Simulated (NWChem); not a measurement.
Species: CH5FOSi2; SMILES FC1[SiH2]O[SiH2]1

```xyz
10

F     -0.2638    -2.1004     0.0000
C      0.4605    -0.9303     0.0000
Si     0.0031     0.4335     1.2775
O     -0.1674     1.5392     0.0000
Si     0.0031     0.4335    -1.2775
H      1.5413    -1.1660     0.0000
H      1.0686     0.8655     2.2269
H     -1.2715     0.1745     2.0038
H     -1.2715     0.1745    -2.0038
H      1.0686     0.8655    -2.2269
```
Atoms are numbered in this order, from 1.

Results from NWChem. Pople sets run with spherical d functions. STO-3G and 3-21G are far too small for this property and stand as cheap habits. Coordinates come from a PBE0/def2-SVP optimisation. GIAO values for the isolated, static molecule; σ is the absolute isotropic shielding, δ = σ(reference) − σ with the isolated reference molecule computed at the same levels (13C: tetramethylsilane, 19F: trichlorofluoromethane, 1H: tetramethylsilane, 17O: water, 29Si: tetramethylsilane).

| level | δ F1 (ppm) | δ C2 (ppm) | δ Si3 (ppm) | δ O4 (ppm) | δ H6 (ppm) | δ H7 (ppm) | δ H8 (ppm) |
|---|---|---|---|---|---|---|---|
| B3LYP/6-31G* | -266.1 | 86.8 | 33.1 | 38.7 | 5.85 | 5.65 | 5.89 |
| Hartree-Fock/STO-3G | -108.0 | 55.8 | 9.9 | -157.9 | 1.87 | 2.47 | 2.60 |
| Hartree-Fock/6-31G* | (withheld) | (withheld) | (withheld) | (withheld) | (withheld) | (withheld) | (withheld) |
| PBE/pcSseg-1 | -292.3 | 95.6 | 16.7 | 60.7 | 6.17 | 5.90 | 5.99 |
| BHandHLYP/pcSseg-1 | -272.6 | 88.8 | 5.4 | 48.2 | 5.65 | 5.20 | 5.38 |

### Question
Some entries are withheld; supply them.

### Answer

- Hartree-Fock/6-31G*, δ F1 (ppm): -238.3
- Hartree-Fock/6-31G*, δ C2 (ppm): 77.2
- Hartree-Fock/6-31G*, δ Si3 (ppm): 12.2
- Hartree-Fock/6-31G*, δ O4 (ppm): 24.0
- Hartree-Fock/6-31G*, δ H6 (ppm): 5.46
- Hartree-Fock/6-31G*, δ H7 (ppm): 5.26
- Hartree-Fock/6-31G*, δ H8 (ppm): 5.56
